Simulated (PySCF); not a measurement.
Isomers of C7H8FNSi, one conformer each; single-point electronic energies without zero-point terms and without any empirical dispersion term.

Computed with PySCF at PBE0/pcSseg-1, non-relativistic, each on one gas-phase PBE0-D3(BJ)/def2-SVP geometry that isn't relaxed in the solvent. The solvent is an IEF-PCM continuum (van der Waals radii × 1.2). Specific hydrogen bonds and non-electrostatic terms are outside this model.

```json
{"isomer": "`FC1=CC(/C=N/[SiH3])=CC=C1`", "relative energy, gas (kJ/mol)": "0.0", "dipole (D)": "0.29"}
{"isomer": "`C=N[SiH2]c1cccc(F)c1`", "relative energy, gas (kJ/mol)": "15.9", "dipole (D)": "1.95"}
{"isomer": "`Fc1cccc(/C=N\\[SiH3])c1`", "relative energy, gas (kJ/mol)": "23.6", "dipole (D)": "2.61"}
{"isomer": "`C#C[Si@H](C)N1C=CC=C1F`", "relative energy, gas (kJ/mol)": "92.8", "dipole (D)": "1.73"}
{"isomer": "`FCC#C[SiH2]N1C=CC=C1`", "relative energy, gas (kJ/mol)": "135.8", "dipole (D)": "1.93"}
{"isomer": "`CC#Cc1c(F)ccn1[SiH3]`", "relative energy, gas (kJ/mol)": "144.3", "dipole (D)": "2.74"}
{"isomer": "`CC#CC1=C(F)N([SiH3])C=C1`", "relative energy, gas (kJ/mol)": "145.7", "dipole (D)": "1.55"}
```

Task: How do the relative energies look in chloroform (ε = 4.711)?

Result: 
```tsv
isomer	relative energy, solvent (kJ/mol)	E(solvent) − E(gas) (kJ/mol)	dipole in solvent (D)
`FC1=CC(/C=N/[SiH3])=CC=C1`	0.0	-12.4	0.51
`C=N[SiH2]c1cccc(F)c1`	14.2	-14.1	2.31
`Fc1cccc(/C=N\[SiH3])c1`	22.4	-13.6	3.28
`C#C[Si@H](C)N1C=CC=C1F`	88.4	-16.7	2.07
`FCC#C[SiH2]N1C=CC=C1`	128.5	-19.7	2.32
`CC#Cc1c(F)ccn1[SiH3]`	142.2	-14.6	3.35
`CC#CC1=C(F)N([SiH3])C=C1`	142.5	-15.6	1.93
```

The order is unchanged. Conformers: `[F:1][c:2]1[cH:3][cH:4][cH:5][c:6](/[CH:7]=[N:8]/[SiH3:9])[cH:10]1` with C5–C6–C7–N8 0°; `[CH2:1]=[N:2][SiH2:3][c:4]1[cH:5][cH:6][cH:7][c:8]([F:9])[cH:10]1` with C1–N2–Si3–C4 128°, N2–Si3–C4–C5 15°; `[F:1][c:2]1[cH:3][cH:4][cH:5][c:6](/[CH:7]=[N:8]\[SiH3:9])[cH:10]1` with C5–C6–C7–N8 -167°; `[CH:1]#[C:2][Si@H:3]([CH3:4])[n:5]1[cH:6][cH:7][cH:8][c:9]1[F:10]` with C2–Si3–N5–C6 -114°; `[F:1][CH2:2][C:3]#[C:4][SiH2:5][n:6]1[cH:7][cH:8][cH:9][cH:10]1` with C4–Si5–N6–C7 -45°. `FCC#C[SiH2]N1C=CC=C1` gains most from the continuum, while `CC#Cc1c(F)ccn1[SiH3]` has the largest gas-phase dipole. The gains span 7.3 kJ/mol, the gas-phase energies 145.7 kJ/mol.
